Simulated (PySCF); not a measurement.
## A small calculation by hand: chemical shift, span and skew from a shielding tensor

CH₅FO₂Si, SMILES [SiH](OC)(O)F. Atoms are numbered in the order given.

```xyz
10

Si     0.5726     0.1360     0.1874
O      1.7001    -0.0338    -0.9858
F      0.3184    -1.2605     0.9719
O     -0.8534     0.5504    -0.5153
C     -2.1202     0.5185     0.0890
H      1.0790     1.1057     1.1755
H      1.4183    -0.4512    -1.8056
H     -2.2458     1.3451     0.8105
H     -2.8865     0.6313    -0.6921
H     -2.2990    -0.4338     0.6168
```
Charge 0, spin multiplicity 1.

Coordinates come from a PBE0-D3(BJ)/def2-SVP optimisation. This is a generated structure with no PubChem entry under its InChIKey; it may be hypothetical. The values are those of a single conformer.

GIAO shieldings from PBE/pcSseg-1 (PySCF), non-relativistic, no solvent. The symmetric part of the tensor of C5 has the principal values 99.4, 101.5, 180.6 ppm. The same nucleus in TMS has σ = 182.0 ppm at this level (PySCF, at its B3LYP-D3(BJ)/def2-TZVP geometry).

Q: Work out the isotropic shielding, the ¹³C shift against TMS, the span and the skew.

A: 
σ(iso) = (σ11 + σ22 + σ33)/3 = 127.2 ppm. δ = σ(ref) − σ(iso) = 182.0 − (127.2) = 54.8 ppm.
Span Ω = σ33 − σ11 = 81.2 ppm. Skew κ = 3(σ(iso) − σ22)/Ω = 0.95. Tumbling in solution averages the tensor to δ; in a static solid the shielding alone would spread this spin-1/2 line over Ω.
